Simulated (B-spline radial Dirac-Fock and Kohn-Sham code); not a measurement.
**Se⁴⁺ 3p3/2: cross section and angular parameters**

System: the Se⁴⁺ ion, [Ar] 3d10 4s2; threshold 217.4 eV (orbital energy of the model). Level of theory: Dirac-Hartree-Slater photoionisation with a Latter tail; cross sections with all multipoles, angular parameters from the dipole term and its interference with E2; a radial B-spline solver.

For linearly polarised light dσ/dΩ = σ/(4π) [1 + β P₂(cos θ) + (δ + γ cos²θ) sin θ cos φ], with θ from the polarisation vector and φ the angle between the beam and the projection of the electron momentum on the plane normal to the polarisation.

```csv
hν (eV),σ (kb),β,γ,δ
300,470,0.990,0.193,0.034
394,387,1.342,0.126,0.008
400,381,1.354,0.119,0.008
437,347,1.420,0.083,0.004
487,?,?,?,?
540,265,1.529,0.012,0.001
600,228,1.565,-0.011,0.001
709,175,1.602,-0.025,0.001
850,127,1.623,-0.011,0.003
1190,66.1,1.623,0.083,0.006
2000,20.5,1.550,0.360,0.015
2500,11.8,1.496,0.511,0.022
2670,9.93,1.479,0.558,0.025
2910,7.93,1.454,0.621,0.029
2950,7.65,1.450,0.631,0.029
3070,6.88,1.437,0.660,0.031
3330,5.54,1.412,0.721,0.035
5414.7,1.41,1.232,1.087,0.072
6000,1.04,1.189,1.163,0.083
9251.7,0.275,0.994,1.464,0.142
11000,0.158,0.912,1.574,0.173
12600,0.102,0.845,1.654,0.201
```

**Question.** Give the values at 487 eV.

**Answer.** σ = 304 kb, β = 1.484, γ = 0.043, δ = 0.002.

Values without a named source are computed, but for edge energies of neutral atoms, which are taken from tables.
